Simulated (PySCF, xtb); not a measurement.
BeBr2, SMILES [Br][Be][Br].

xtb with GFN2-xTB at its own geometry gives an orbital gap of 5.95 eV and a dipole moment of 0.00 D.

Coordinates come from a B3LYP-D3(BJ)/def2-TZVP optimisation.

What does M06-2X/def2-TZVPD (PySCF) give? (Estimate from the structure and the level; the computed values follow.)

gap 9.67 eV (levels -10.06 and -0.39 eV), dipole 0.00 D.
